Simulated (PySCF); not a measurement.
BH5Si2, CH4NOSi, CH6BOSi, BH3NOSi and others (calculated)

All values are calculated (PySCF 2.14.0). Calculation on a computer-drawn molecule: optimised geometry and harmonic frequencies of an isolated molecule of the commonest isotopes, restricted reference for singlets and unrestricted otherwise, frozen core in MP2.

Common to all runs: method HF.

(1) BH5Si2

Start structure:
```xyz
8
BH5Si2
B     -1.1688     1.2477    -2.0146
Si     0.5112     0.4091    -2.5666
Si     1.5455    -1.1344    -1.0994
H     -1.1762     2.1629    -1.3172
H     -2.1461     0.6634    -2.1471
H      1.6649     1.3280    -2.7829
H      0.5932    -0.4103    -3.7944
H      0.6768    -1.1292     0.0306
```

```
charge                                        : 0
multiplicity                                  : 1
basis                                         : cc-pV(D+d)Z
rotational constants                          : 13.3, 3.417, 2.908 GHz
total energy                                  : -605.3651 hartree
convergence status largest gradient component : 3.645e-05 hartree/bohr
```

Drawn bonds:
| atom | other atom | order |
| --- | --- | --- |
| 1 | 2 | 1 |
| 2 | 3 | 1 |
| 1 | 4 | 1 |
| 1 | 5 | 1 |
| 2 | 6 | 1 |
| 2 | 7 | 1 |
| 3 | 8 | 1 |

Optimised structure:
```xyz
8
BH5Si2
B     -1.1566     1.1260    -1.9853
Si     0.5852     0.3096    -2.6256
Si     1.2735    -1.4536    -1.1060
H     -1.1586     2.0555    -1.2268
H     -2.2164     0.6484    -2.2863
H      1.7166     1.2808    -2.5669
H      0.5060    -0.2063    -4.0171
H      0.9507    -0.6231     0.1223
```

Modes:
| frequency (cm⁻¹) | reduced mass (dalton) |
| --- | --- |
| 117.8 | 3.077 |
| 137.4 | 1.139 |
| 168.2 | 1.103 |
| 365.5 | 2.311 |
| 426.7 | 1.605 |
| 509.9 | 1.078 |
| 614.2 | 1.488 |
| 661.3 | 2.062 |
| 798.9 | 1.25 |
| 835 | 1.136 |
| 962.9 | 1.325 |
| 1023 | 1.072 |
| 1258 | 1.145 |
| 2136 | 1.042 |
| 2249 | 1.041 |
| 2282 | 1.039 |
| 2672 | 1.053 |
| 2753 | 1.125 |

(2) CH4NOSi

Start structure:
```xyz
8
CH4NOSi
C     -0.7065     0.5715     0.4729
Si     0.6100    -0.4755    -0.2069
N      1.7120    -0.3889    -1.3568
O      0.6738    -1.7896     0.7424
H     -0.9960     1.4461    -0.0007
H     -1.3818     0.2723     1.3330
H      1.8414     0.3393    -1.9918
H      1.3071    -2.4243     0.5656
```

```
charge                                        : 0
multiplicity                                  : 2
basis                                         : cc-pV(D+d)Z
rotational constants                          : 7.968, 6.698, 3.639 GHz
total energy                                  : -458.4399 hartree
spin squared                                  : 0.7757
convergence status largest gradient component : 2.025e-05 hartree/bohr
```

Drawn bonds:
| atom | other atom | order |
| --- | --- | --- |
| 1 | 2 | 1 |
| 2 | 3 | 2 |
| 2 | 4 | 1 |
| 1 | 5 | 1 |
| 1 | 6 | 1 |
| 3 | 7 | 1 |
| 4 | 8 | 1 |

Optimised structure:
```xyz
8
CH4NOSi
C     -0.7105     0.5495     0.4279
Si     0.6424    -0.5145    -0.1667
N      1.6759    -0.3630    -1.3342
O      0.6643    -1.8306     0.7844
H     -0.9372     1.4997    -0.0432
H     -1.3355     0.2731     1.2704
H      1.7318     0.4126    -1.9648
H      1.3288    -2.4760     0.5838
```

Modes:
| frequency (cm⁻¹) | reduced mass (dalton) |
| --- | --- |
| 240.4 | 1.037 |
| 257.2 | 2.65 |
| 331.2 | 5.066 |
| 337.7 | 3.347 |
| 464.8 | 1.162 |
| 595.6 | 1.318 |
| 611.1 | 1.137 |
| 629.7 | 1.321 |
| 768.1 | 3.518 |
| 806 | 1.528 |
| 921.6 | 1.944 |
| 977.8 | 2.518 |
| 1255 | 7.527 |
| 1490 | 1.147 |
| 3285 | 1.054 |
| 3391 | 1.115 |
| 3860 | 1.08 |
| 4147 | 1.066 |

(3) CH6BOSi

Start structure:
```xyz
10
CH6BOSi
B     -0.0725     0.2593    -0.2068
O      1.0178     0.7224     0.2554
Si     2.3555     1.3866     0.8901
C      2.6453     0.9728     2.6527
H      0.0271    -0.8389    -0.7745
H     -1.0688     0.7783    -0.1878
H      3.0067     2.1386    -0.1146
H      2.6865     1.8986     3.3025
H      1.8722     0.3526     3.1211
H      3.5972     0.5192     2.7878
```

```
charge                                        : 1
multiplicity                                  : 1
basis                                         : cc-pV(D+d)Z
rotational constants                          : 19.96, 3.144, 2.833 GHz
total energy                                  : -429.6597 hartree
convergence status largest gradient component : 6.559e-06 hartree/bohr
```

Drawn bonds:
| atom | other atom | order |
| --- | --- | --- |
| 1 | 2 | 1 |
| 2 | 3 | 1 |
| 3 | 4 | 1 |
| 1 | 5 | 1 |
| 1 | 6 | 1 |
| 3 | 7 | 1 |
| 4 | 8 | 1 |
| 4 | 9 | 1 |
| 4 | 10 | 1 |

Optimised structure:
```xyz
10
CH6BOSi
B     -0.1515     0.1815    -0.3318
O      0.9806     0.7013     0.3118
Si     2.2548     1.3124     0.9588
C      2.6885     1.0078     2.7007
H     -0.0246    -0.8721    -0.8640
H     -1.1393     0.8383    -0.2849
H      3.0663     2.1391     0.0743
H      2.7468     1.9680     3.2246
H      1.9619     0.3609     3.1920
H      3.6835     0.5523     2.7445
```

Modes:
| frequency (cm⁻¹) | reduced mass (dalton) |
| --- | --- |
| 65.22 | 1.074 |
| 92.96 | 3.527 |
| 147.2 | 2.97 |
| 182.2 | 1.116 |
| 280.9 | 3.634 |
| 539.3 | 1.12 |
| 677.3 | 2.821 |
| 798.3 | 1.776 |
| 852.5 | 1.364 |
| 862.1 | 2.336 |
| 1001 | 1.347 |
| 1042 | 1.296 |
| 1121 | 1.333 |
| 1328 | 1.183 |
| 1359 | 5.148 |
| 1402 | 1.37 |
| 1513 | 1.046 |
| 1518 | 1.048 |
| 2462 | 1.045 |
| 2765 | 1.042 |
| 2892 | 1.14 |
| 3164 | 1.036 |
| 3245 | 1.099 |
| 3302 | 1.103 |

(4) BH3NOSi

Start structure:
```xyz
7
BH3NOSi
B     -2.7013    -2.8744    -1.4112
N     -1.5706    -2.2565    -1.5761
Si    -0.0646    -1.3769    -1.5908
O      0.0514    -0.3037    -0.4991
H     -3.6302    -3.5205    -1.3114
H      0.8644    -2.4546    -1.5523
H     -0.1171    -0.9001    -3.0082
```

```
charge                                        : -1
multiplicity                                  : 1
basis                                         : aug-cc-pV(D+d)Z
rotational constants                          : 22.24, 3.525, 3.15 GHz
total energy                                  : -444.7807 hartree
convergence status largest gradient component : 2.362e-05 hartree/bohr
```

Drawn bonds:
| atom | other atom | order |
| --- | --- | --- |
| 1 | 2 | 2 |
| 2 | 3 | 1 |
| 3 | 4 | 1 |
| 1 | 5 | 1 |
| 3 | 6 | 1 |
| 3 | 7 | 1 |

Optimised structure:
```xyz
7
BH3NOSi
B     -2.6779    -2.9126    -1.4204
N     -1.6130    -2.3012    -1.5166
Si    -0.0966    -1.3597    -1.5800
O      0.0732    -0.2624    -0.5004
H     -3.6919    -3.4988    -1.3331
H      0.9380    -2.4630    -1.5811
H     -0.0998    -0.8890    -3.0175
```

Modes:
| frequency (cm⁻¹) | reduced mass (dalton) |
| --- | --- |
| 142.8 | 4.105 |
| 186.6 | 3.053 |
| 379.1 | 9.081 |
| 605.6 | 9.478 |
| 733.2 | 1.548 |
| 811 | 1.33 |
| 812.8 | 1.353 |
| 830.1 | 1.077 |
| 991.8 | 1.122 |
| 1050 | 1.137 |
| 1153 | 6.926 |
| 1997 | 4.574 |
| 2050 | 1.046 |
| 2134 | 1.037 |
| 2927 | 1.219 |

(5) BH4O2Si

Start structure:
```xyz
8
BH4O2Si
B     -0.5520    -0.7591    -0.7089
Si     1.0111    -1.9302    -0.5523
O      1.1907    -2.6744     0.7391
O      2.2418    -2.1823    -1.6287
H     -0.4814     0.3573    -0.3569
H     -1.5247    -1.1397    -1.0944
H      1.8200    -3.3313     1.1431
H      2.4918    -1.9644    -2.4784
```

```
charge                                        : 1
multiplicity                                  : 1
basis                                         : cc-pV(D+d)Z
rotational constants                          : 7.692, 5.801, 3.406 GHz
total energy                                  : -465.4846 hartree
convergence status largest gradient component : 4.602e-05 hartree/bohr
```

Drawn bonds:
| atom | other atom | order |
| --- | --- | --- |
| 1 | 2 | 1 |
| 2 | 3 | 1 |
| 2 | 4 | 1 |
| 1 | 5 | 1 |
| 1 | 6 | 1 |
| 3 | 7 | 1 |
| 4 | 8 | 1 |

Optimised structure:
```xyz
8
BH4O2Si
B     -0.5393    -0.7275    -0.7327
Si     1.0683    -1.9514    -0.5324
O      1.1984    -2.7302     0.8218
O      2.2063    -2.2099    -1.5849
H     -0.4220     0.4024    -0.3866
H     -1.5354    -1.1902    -1.1844
H      1.8614    -3.3447     1.1219
H      2.3597    -1.8727    -2.4602
```

Modes:
| frequency (cm⁻¹) | reduced mass (dalton) |
| --- | --- |
| 117.3 | 1.035 |
| 186.8 | 3.704 |
| 256.3 | 3.41 |
| 315.4 | 3.653 |
| 436.1 | 1.109 |
| 509.9 | 1.19 |
| 584.2 | 2.616 |
| 652.9 | 1.444 |
| 710.2 | 1.351 |
| 728.1 | 1.472 |
| 941.1 | 1.371 |
| 1046 | 6.278 |
| 1168 | 8.316 |
| 1222 | 1.139 |
| 2757 | 1.045 |
| 2885 | 1.134 |
| 4079 | 1.069 |
| 4112 | 1.07 |

(6) BH4OSi2

Start structure:
```xyz
8
BH4OSi2
B     -1.8902    -0.0512     1.2136
Si    -0.4353     0.1786    -0.0214
Si     1.1138     1.7866    -0.1473
O      2.4148     1.8054     0.5617
H     -2.0532     0.7053     2.0481
H     -2.5497    -1.0084     1.1587
H     -0.0988    -0.7826    -1.1800
H      0.8041     2.9926    -0.9413
```

```
charge                                        : 0
multiplicity                                  : 2
basis                                         : cc-pV(D+d)Z
rotational constants                          : 17.29, 1.99, 1.785 GHz
total energy                                  : -679.6846 hartree
spin squared                                  : 0.7705
convergence status largest gradient component : 1.879e-05 hartree/bohr
```

Drawn bonds:
| atom | other atom | order |
| --- | --- | --- |
| 1 | 2 | 1 |
| 2 | 3 | 1 |
| 3 | 4 | 2 |
| 1 | 5 | 1 |
| 1 | 6 | 1 |
| 2 | 7 | 1 |
| 3 | 8 | 1 |

Optimised structure:
```xyz
8
BH4OSi2
B     -1.9473     0.0391     1.0358
Si    -0.2426    -0.0133     0.0265
Si     1.1467     1.8329    -0.1230
O      2.4502     1.8659    -0.8690
H     -2.2743     1.0510     1.5862
H     -2.6533    -0.9242     1.1029
H      0.2297    -1.2192    -0.6780
H      0.5964     2.9943     0.6107
```

Modes:
| frequency (cm⁻¹) | reduced mass (dalton) |
| --- | --- |
| 74.59 | 4.571 |
| 120.7 | 3.511 |
| 211.4 | 1.218 |
| 242.5 | 6.689 |
| 364.9 | 1.049 |
| 454.2 | 5.439 |
| 569.4 | 1.285 |
| 629.5 | 1.263 |
| 678.7 | 4.885 |
| 817.2 | 1.206 |
| 913.5 | 1.281 |
| 925.3 | 1.116 |
| 1252 | 1.148 |
| 1288 | 16.7 |
| 2317 | 1.044 |
| 2353 | 1.042 |
| 2692 | 1.051 |
| 2785 | 1.128 |

(7) CH6BOSi

Start structure:
```xyz
10
CH6BOSi
B      0.6535    -0.5821    -1.2000
C      1.5222     0.4760    -0.6229
Si     0.9148     2.0424     0.2567
O     -0.6828     2.1111     0.3336
H      1.0109    -1.7294    -1.0505
H     -0.3435    -0.3427    -1.7598
H      2.5535     0.3669    -0.5838
H      1.3966     3.1912    -0.5018
H      1.3655     2.1794     1.6263
H     -1.3453     1.8324    -0.3718
```

```
charge                                        : 0
multiplicity                                  : 2
basis                                         : cc-pV(D+d)Z
rotational constants                          : 10.62, 3.874, 2.956 GHz
total energy                                  : -429.8493 hartree
spin squared                                  : 0.7573
convergence status largest gradient component : 1.686e-05 hartree/bohr
```

Drawn bonds:
| atom | other atom | order |
| --- | --- | --- |
| 1 | 2 | 1 |
| 2 | 3 | 1 |
| 3 | 4 | 1 |
| 1 | 5 | 1 |
| 1 | 6 | 1 |
| 2 | 7 | 1 |
| 3 | 8 | 1 |
| 3 | 9 | 1 |
| 4 | 10 | 1 |

Optimised structure:
```xyz
10
CH6BOSi
B      0.6641    -0.6328    -1.1845
C      1.5108     0.4668    -0.4959
Si     0.8864     2.0680     0.2408
O     -0.7591     2.1037     0.3298
H      1.1449    -1.6954    -1.4699
H     -0.4929    -0.4398    -1.4526
H      2.5879     0.3058    -0.4267
H      1.4006     3.1858    -0.5876
H      1.3740     2.2211     1.6243
H     -1.2712     1.9620    -0.4517
```

Modes:
| frequency (cm⁻¹) | reduced mass (dalton) |
| --- | --- |
| 75.6 | 1.941 |
| 139.6 | 1.139 |
| 161.1 | 1.981 |
| 228.2 | 1.338 |
| 393.5 | 3.675 |
| 518.3 | 1.131 |
| 649.6 | 3.464 |
| 697.3 | 1.408 |
| 784.6 | 1.073 |
| 872.6 | 2.064 |
| 882.4 | 1.384 |
| 937 | 1.476 |
| 1005 | 1.42 |
| 1039 | 1.243 |
| 1046 | 1.26 |
| 1097 | 2.001 |
| 1280 | 1.347 |
| 1364 | 1.548 |
| 2290 | 1.043 |
| 2341 | 1.038 |
| 2661 | 1.055 |
| 2727 | 1.126 |
| 3256 | 1.085 |
| 4179 | 1.067 |

(8) FH3OSi2

Start structure:
```xyz
7
FH3OSi2
F     -0.4526     2.1838     1.4859
Si    -0.9229     0.7135     1.5154
O     -2.0578     0.5356     0.4265
Si    -3.3024    -0.0517    -0.4690
H     -1.5170     0.4592     2.8397
H      0.2252    -0.2026     1.0607
H     -3.1821    -1.5097     0.0179
```

```
charge                                        : 0
multiplicity                                  : 1
basis                                         : cc-pV(D+d)Z
rotational constants                          : 13.48, 2.259, 2.055 GHz
total energy                                  : -754.0265 hartree
convergence status largest gradient component : 6.508e-06 hartree/bohr
```

Drawn bonds:
| atom | other atom | order |
| --- | --- | --- |
| 1 | 2 | 1 |
| 2 | 3 | 1 |
| 3 | 4 | 1 |
| 2 | 5 | 1 |
| 2 | 6 | 1 |
| 4 | 7 | 1 |

Optimised structure:
```xyz
7
FH3OSi2
F     -1.1943     2.1194     1.5954
Si    -0.8387     0.5605     1.4150
O     -1.5677     0.0224     0.0564
Si    -2.9976    -0.4420    -0.6555
H     -1.3547    -0.1413     2.5966
H      0.6142     0.4477     1.2678
H     -3.8708    -0.4384     0.6014
```

Modes:
| frequency (cm⁻¹) | reduced mass (dalton) |
| --- | --- |
| 39.03 | 3.323 |
| 123.6 | 3.675 |
| 172.6 | 1.503 |
| 363.5 | 9.794 |
| 618.6 | 6.67 |
| 756.5 | 1.453 |
| 803.3 | 1.065 |
| 892.7 | 6.056 |
| 963 | 1.15 |
| 1027 | 1.551 |
| 1048 | 1.28 |
| 1083 | 2.732 |
| 2062 | 1.044 |
| 2378 | 1.043 |
| 2396 | 1.039 |
